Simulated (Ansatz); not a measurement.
`C[NH][SnH2][O]C` + `CNC` → `CN(C)C` + `C[NH][SnH2][OH]`  (substitution at a C–O bond)

Isolated molecules relaxed with PBE0-D4/def2-TZVP in Ansatz; ΔE leaves out vibrations. CCSD(T)/CBS is the MP2 limit (def2-TZVPP, def2-QZVPP) plus CCSD(T) − MP2 in def2-TZVPP, frozen cores. Functionals use def2-TZVPP. Elements past krypton have def2 core potentials. For Sn outer-core shells are correlated without core-valence functions, which leaves a few kJ/mol of doubt a bond. One conformer a species, not always the lowest.

`C[NH][SnH2][O]C`:

```xyz
14

C    -0.248   -0.676   -2.014
N    -0.520    0.453   -1.147
Sn   -1.226    0.178    0.717
O     0.327   -0.482    1.723
C     1.516    0.267    1.722
H     0.279   -1.452   -1.453
H    -1.140   -1.140   -2.458
H     0.414   -0.378   -2.834
H    -0.922    1.234   -1.644
H    -2.333   -1.106    0.895
H    -1.715    1.708    1.297
H     1.845    0.535    0.709
H     2.303   -0.335    2.185
H     1.421    1.196    2.303
```

`CNC`:

Z-matrix (Å, degrees):
```
C
N 1 1.445
H 1 1.094 2 109.4
H 1 1.092 2 110.0 3 117.9
H 1 1.104 2 114.0 3 -120.2
C 2 1.445 1 112.8 3 65.3
H 2 1.011 1 109.8 3 -171.9
H 6 1.104 2 114.0 1 54.9
H 6 1.094 2 109.4 1 -65.3
H 6 1.092 2 110.0 1 176.8
```

`CN(C)C`:

```xyz
13

C     0.264   -0.966    0.944
N     0.101   -0.320   -0.335
C     1.025    0.776   -0.493
C    -1.261    0.104   -0.542
H    -0.407   -1.825    1.016
H     1.290   -1.326    1.053
H     0.048   -0.293    1.796
H     2.051    0.417   -0.386
H     0.866    1.581    0.250
H     0.919    1.211   -1.489
H    -1.933   -0.755   -0.472
H    -1.369    0.538   -1.539
H    -1.593    0.858    0.196
```

`C[NH][SnH2][OH]`:

```xyz
11

C    -1.553   -0.015   -0.643
N    -0.491   -0.854   -0.120
Sn    1.000   -0.069    0.978
O     1.952    1.369    0.012
H    -1.265    0.603   -1.504
H    -2.412   -0.626   -0.940
H    -1.905    0.665    0.139
H    -0.198   -1.553   -0.787
H     2.088   -1.340    1.315
H     0.321    0.766    2.289
H     2.463    1.055   -0.737
```

```json
{"species": "`C[NH][SnH2][O]C`", "B2PLYP energy (Eh)": "-425.58958"}
{"species": "`CNC`", "B2PLYP energy (Eh)": "-135.09017"}
{"species": "`CN(C)C`", "B2PLYP energy (Eh)": "-174.37328"}
{"species": "`C[NH][SnH2][OH]`", "B2PLYP energy (Eh)": "-386.32236"}
```

Work out ΔE.

ΔE = (-174.37328) + (-386.32236) − (-425.58958) − (-135.09017) = -0.01589 Eh = -41.7 kJ/mol. CCSD(T)/CBS gives -43.8 kJ/mol.

Largest T1 diagnostic among the species: 0.013.

In def2-TZVPP, CCSD(T) changes the Hartree–Fock value by −11.6 kJ/mol (the triples alone add −1.5 kJ/mol) and MP2 by −17.5 kJ/mol.
